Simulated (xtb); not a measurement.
xtb input (GFN2-xTB):

```bash
xtb mol.xyz --gfn 2 --sp --chrg -1 --uhf 0
```
mol.xyz:
```
3

Ga     0.45287294     0.06708787     0.00156405
F     -0.93575684     0.95768398    -0.92251870
F     -0.62413884    -1.18876443     0.91713142
```

End of the output:

```
         :::::::::::::::::::::::::::::::::::::::::::::::::::::
         ::                     SUMMARY                     ::
         :::::::::::::::::::::::::::::::::::::::::::::::::::::
         :: total energy             -11.055985103613 Eh    ::
         :: gradient norm              0.021492470373 Eh/a0 ::
         :: HOMO-LUMO gap              5.499777323071 eV    ::
         ::.................................................::
         :: SCC energy               -11.057766427394 Eh    ::
         :: -> isotropic ES            0.183707831200 Eh    ::
         :: -> anisotropic ES          0.000090241989 Eh    ::
         :: -> anisotropic XC         -0.000356892846 Eh    ::
         :: -> dispersion             -0.000922135045 Eh    ::
         :: repulsion energy           0.001781323781 Eh    ::
         :: add. restraining           0.000000000000 Eh    ::
         :: total charge              -1.000000000000 e     ::
         :::::::::::::::::::::::::::::::::::::::::::::::::::::

           -------------------------------------------------
          |                Property Printout                |
           -------------------------------------------------

    * Orbital Energies and Occupations

         #    Occupation            Energy/Eh            Energy/eV
      -------------------------------------------------------------
         1        2.0000           -0.5217651             -14.1980
         2        2.0000           -0.5100323             -13.8787
         3        2.0000           -0.2460437              -6.6952
         4        2.0000           -0.2242341              -6.1017
         5        2.0000           -0.2225713              -6.0565
         6        2.0000           -0.2221260              -6.0444
         7        2.0000           -0.2181747              -5.9368
         8        2.0000           -0.2092079              -5.6928
         9        2.0000           -0.1329919              -3.6189 (HOMO)
        10                          0.0691212               1.8809 (LUMO)
        11                          0.1408540               3.8328
        12                          0.1502871               4.0895
        13                          0.2547970               6.9334
        14                          0.2627648               7.1502
        15                          0.3233754               8.7995
Note: The following floating-point exceptions are signalling: IEEE_DENORMAL
normal termination of xtb
        16                          0.5969726              16.2445
        17                          1.0363936              28.2017
      -------------------------------------------------------------
                  HL-Gap            0.2021131 Eh            5.4998 eV
             Fermi-level           -0.0319354 Eh           -0.8690 eV

     #   Z          covCN         q      C6AA      α(0)
     1  31 Ga       1.363    -0.070   265.088    39.106
     2   9 F        0.682    -0.465    14.385     4.478
     3   9 F        0.682    -0.465    14.385     4.478

 Mol. C6AA /au·bohr⁶  :        525.530842
 Mol. C8AA /au·bohr⁸  :      39684.464608
 Mol. α(0) /au        :         48.061318

Wiberg/Mayer (AO) data.
largest (>0.10) Wiberg bond orders for each atom

 ---------------------------------------------------------------------------
     #   Z sym  total        # sym  WBO       # sym  WBO       # sym  WBO
 ---------------------------------------------------------------------------
     1  31 Ga   1.915 --     3 F    0.957     2 F    0.957
     2   9 F    0.969 --     1 Ga   0.957
     3   9 F    0.969 --     1 Ga   0.957
 ---------------------------------------------------------------------------

Topologies differ in total number of bonds
Writing topology from bond orders to xtbtopo.mol

molecular dipole:
                 x           y           z       tot (Debye)
 q only:        1.310       0.194       0.005
   full:        1.128       0.167       0.004       2.898
molecular quadrupole (traceless):
                xx          xy          yy          xz          yz          zz
 q only:        1.187       0.372      -1.389      -0.724       4.914       0.202
  q+dip:        0.800       0.291      -1.245      -0.765       5.175       0.445
   full:       -0.423       0.041      -0.846      -0.944       6.332       1.269

           -------------------------------------------------
          | TOTAL ENERGY              -11.055985103613 Eh   |
          | GRADIENT NORM               0.021492470373 Eh/α |
          | HOMO-LUMO GAP               5.499777323071 eV   |
           -------------------------------------------------

------------------------------------------------------------------------
------------------------------------------------------------------------
 total:
 SCF:
```
